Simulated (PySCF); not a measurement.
Sn(Me)(NH2)3 (CH9N3Sn), SMILES [NH2][Sn]([CH3])([NH2])[NH2].

Geometry: B3LYP-D3(BJ)/def2-SVP. The def2 effective core potentials stand for the cores of Sn; spin–orbit coupling is left out. Other conformers were not sampled.

These are PySCF with PBE/def2-TZVP values and carry that method's errors.

Gas-phase values at a fixed geometry.

Computed frontier levels, gap, dipole moment and polarisability:
```json
{
 "highest_occupied_level": "-5.33 eV",
 "lowest_empty_level": "-1.05 eV",
 "orbital_gap": "4.28 eV",
 "dipole_moment": "1.40 D",
 "quadrupole, principal values (traceless, Buckingham form, about the centre of nuclear charge)": "-8.76, -1.66, 10.43 D·Å",
 "mean_static_polarisability": "79.6 bohr³ (11.79 Å³)",
 "polarisability_principal_values": "73.0, 81.3, 84.3 bohr³"
}
```
